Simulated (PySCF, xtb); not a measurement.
Si(OSiH3)2(H)(Me) (CH₁₀O₂Si₃), SMILES [SiH3]O[SiH](O[SiH3])C.

xtb 6.7.1 with GFN2-xTB at its own geometry gives an orbital gap of 5.61 eV and a dipole moment of 0.41 D.

The structure is a stationary point at B3LYP-D3(BJ)/def2-SVP. The values are those of a single conformer.

Question: What does r2SCAN/def2-TZVP in PySCF give? (The exact figures need the calculation; the answer reports its results.)

Answer: gap 6.81 eV (levels -7.29 and -0.48 eV), dipole 0.63 D.
